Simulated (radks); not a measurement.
Values are calculated unless marked as measured or tabulated.
The antimony ion Sb2+ inside a hard spherical wall (all orbitals vanish at R), configuration held at [Kr] 4d10 5s2 5p1 and not refilled when levels cross. Code: a radial shooting solver on a logarithmic mesh with Libxc functionals. Model: scalar-relativistic Kohn-Sham, r2SCAN, spin-polarised, spherical densities, finite nucleus; open shells are filled with parallel spins first (spin-orbit coupling, left out, can overturn this in heavy ions); meta-GGA in the generalised Kohn-Sham scheme; Fermi nuclear charge, rms radius 4.6802 fm. Eigenvalues in eV for spin up, with the zero of energy where the potential of the charges vanishes at infinity; a dash marks a level that is unbound or too diffuse for the functional's potential to be trusted. A positive occupied level is held by the wall or, in an anion where self-interaction has pushed it up, behind a barrier. The pressure on the wall is -dE/dV.

| R (bohr) | E (hartree) | kinetic (hartree) | e(4p) | e(4d) | e(5s) | e(5p) | e(5d, empty) | e(6s, empty) | pressure (GPa) |
|---|---|---|---|---|---|---|---|---|---|
| free | -6481.25682 | 6778.739 | -123.08 | -52.841 | -30.323 | -20.658 | -8.844 | - | 0 |
| 20 | -6481.25682 | 6778.739 | -123.08 | -52.841 | -30.323 | -20.658 | -8.844 | - | < 0.0001 |
| 12 | -6481.25682 | 6778.739 | -123.08 | -52.841 | -30.323 | -20.658 | -8.843 | -8.695 | < 0.0001 |
| 10 | -6481.25682 | 6778.739 | -123.08 | -52.841 | -30.323 | -20.658 | -8.828 | -8.618 | < 0.0001 |
| 8 | -6481.25676 | 6778.740 | -123.08 | -52.838 | -30.321 | -20.655 | -8.704 | -8.109 | 0.00408 |
| 5 | -6481.23465 | 6778.931 | -122.54 | -52.325 | -29.921 | -19.959 | -5.793 | 0.441 | 3.98 |
| 3.5 | -6480.87658 | 6780.918 | -119.04 | -49.009 | -25.713 | -13.475 | 7.374 | 32.962 | 139 |
| 3 | -6480.25391 | 6783.794 | -115.45 | -45.605 | -19.540 | -4.972 | 21.161 | 64.794 | 523 |
| 2.5 | -6478.41668 | 6791.629 | -108.03 | -38.273 | -3.471 | 15.488 | 50.042 | 128.83 | 2350 |
| 2 | -6472.01554 | 6817.109 | -90.285 | -19.232 | 44.111 | 71.400 | 118.40 | 274.25 | 13800 |
| 1.5 | -6443.54646 | 6917.872 | -36.199 | 42.556 | 210.91 | 252.07 | 311.98 | 670.09 | 122000 |
